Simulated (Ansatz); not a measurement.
`[Cl][Sn]([Cl])([Cl])[I]`. The species carries charge 0 and has multiplicity 1. Sn, I takes the def2 core potential.

Z-matrix (Å, degrees):
```
Sn
Cl 1 2.297
Cl 1 2.297 2 107.9
I 1 2.635 2 111.0 3 121.8
Cl 1 2.297 2 107.9 3 -116.5
```

(1) What are the harmonic wavenumbers in cm⁻¹ at PBE0-D4/def2-TZVP (Ansatz, finite differences of forces, unscaled)? (Best estimate.)

(2) Is this a minimum?

(3) Give the ideal-gas thermochemistry at 298.15 K and 1 bar (rigid rotor, harmonic oscillator; point group C3v, symmetry number 3).

(4) And at 400, 500, 600, 800 and 1000 K?

(5) Rotational constants (cm⁻¹)?

Results:

(1) Ansatz gave: 76, 76, 113, 113, 116, 217, 375, 396, 396.

(2) Yes, all 9 modes are real.

(3) Zero-point energy 11.2 kJ/mol; H(298) − E = 34.8 kJ/mol; entropy 399.4 J/(mol·K), of which translation 182.0, rotation 122.8, vibration 94.6; G(298) − E = -84.3 kJ/mol. Modes under 100 cm⁻¹ are hindered rotations or soft bends, so the harmonic entropy is rough.

(4) 
```tsv
T (K)	H − E (kJ/mol)	S (J/mol/K)	G − E (kJ/mol)
400	45.2	429.4	-126.6
500	55.6	452.7	-170.7
600	66.2	471.9	-217.0
800	87.5	502.5	-314.6
1000	108.9	526.4	-417.6
```

(5) 0.03446, 0.01646, 0.01646.
